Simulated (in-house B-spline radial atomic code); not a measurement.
Values are calculated unless marked as measured or tabulated.
## Two electrons in Si: a spherical dot of radius 8 nm with hard walls with an ionised donor at its centre

For Si the NSM archive of the Ioffe Institute lists m_l = 0.98 m0, m_t = 0.19 m0 and ε = 11.7; the model takes one isotropic valley with the conductivity mass 3/(1/m_l + 2/m_t) = 0.26 m0, and so misses anisotropy and the other valleys. All triplets below are those of one valley; with several valleys two electrons can form a triplet in the 1s orbital itself, at an energy set by the valley splitting. Real donors also feel a central-cell potential, which shifts the ground state.

Effective-mass model with parabolic bands, a uniform dielectric constant, no image charges, no central-cell or spin-orbit terms. Two-electron levels come from full CI in B-splines with partial waves to l = 5 (up to 0.001 effective hartree above the limit).

Task: What are the effective units, and what is the potential in them?

Result: Ha* = 27211.386 meV × 0.26/11.7² = 51.68 meV and a* = 0.0529177 nm × 11.7/0.26 = 2.381 nm. The radius is R = 3.36 a*, with −1/r added.

In these units the lowest s and p orbitals lie at -0.455965 and 0.319439, and their Coulomb and exchange integrals are J_ss = 0.738769, J_sp = 0.548361 and K_sp = 0.09308. Full CI gives -0.259642 for the ground singlet, 0.300606 for the sp triplet, 0.448551 for the sp singlet and 0.794504 for the lowest triplet of two s orbitals.

Task: What does it cost to add the second electron, to first order and exactly?

Result: To first order E = 2ε_s + J_ss = -0.173161, so the charging energy E(2) − 2E(1) is J_ss = 38.18 meV. CI gives -0.259642 − 2 × (-0.455965) = 0.652289, or 33.71 meV: relaxation and correlation lower it by 4.47 meV, 11.7 % of J_ss. The s² configuration of one-electron orbitals holds 95.1 % of the state, and the mean radius is 3.32 nm.

Task: How far above the singlet do the triplets lie?

Result: To first order the sp triplet lies at ε_s + ε_p + J_sp − K_sp = 0.318759, which is 25.42 meV above 2ε_s + J_ss. CI gives 0.300606 − (-0.259642) = 0.560248, or 28.96 meV, 72 % of the orbital spacing of 40.08 meV. The ss triplet lies 54.48 meV up, so the lower of the two is the sp one, and its gap equals k_BT at 336 K. The sp singlet-triplet splitting is 7.646 meV, against 2K_sp = 9.621 meV.
